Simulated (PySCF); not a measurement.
Radial density of Sb⁺ (antimony, charge +1)

UHF, [Kr] 4d10 5s2 5p2, high-spin 3P determinant. All numbers are calculated (PySCF 2.14, the spin-free X2C one-electron Hamiltonian (Gaussian nucleus), in x2c-QZVPPall (13s9p7d4f1g, 112 functions)).

```
r (bohr)  4πr²ρ (e/bohr)  4πr²(ρα − ρβ)
  0.0296           60.13         0.0136
  0.0499           61.42         0.0316
  0.0839           84.48         0.0195
   0.141           63.19        -0.0109
   0.237           69.23         0.0582
   0.399           37.72         0.0007
   0.671           24.15         0.1373
    1.13           14.13        -0.0201
    1.90           3.305         0.8549
    3.19          0.9676         0.6016
    5.37         0.04682         0.0385
    9.04       0.0001326         0.0001
```

Densities and radii are taken from the X2C orbitals without a picture-change correction, which distorts them close to the nucleus.

Question: Where is the radial spin density 4πr²(ρα − ρβ) most negative, and why is it negative at all?

Answer: Around r = 1.13 bohr, down to -0.0201 e/bohr: exchange with the open shell polarises the paired shells in an unrestricted calculation.
